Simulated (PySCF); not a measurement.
## Spinor energies of B (boron, neutral)

Start: [He] 2s2 2p1; 2p3/2 filled at m_j = +3/2. Calculated with PySCF 2.14 in an uncontracted even-tempered set (20 s from 0.019 bohr⁻², ratio 2.4; 12 p from 0.025 bohr⁻², ratio 2.4; 6 d from 0.3 bohr⁻², ratio 2.6; 6 f from 0.46 bohr⁻², ratio 2.6): generalised Hartree-Fock with the X2C-1e Hamiltonian and a Gaussian nucleus; one run each with spin-orbit coupling (SO) screened by Boettger's factors, then bare. This is a chosen level, not necessarily the ground level.

```csv
spinor shell,electrons,"ε, screened SO (eV)","ε, bare SO (eV)",weight of nominal j (bare SO),"rms radius, bare SO (bohr)"
1s1/2,2,-209.42,-209.42,1.000,0.378
2s1/2,2,-13.464,-13.464,1.000,2.17
2p3/2,1,-8.507,-8.506,1.000,2.46
```

| quantity | screened SO | bare SO |
| --- | --- | --- |
| E (hartree) | -24.53691 | -24.53689 |
| M_J | 3/2 | 3/2 |
| ⟨J²⟩ | 3.759 | 3.759 |
| ⟨L²⟩ | 2.006 | 2.006 |
| ⟨S²⟩ | 0.753 | 0.753 |

Each row is a mean over spinors that exchange with the open shell spreads, by up to 2.670 eV (2s1/2).
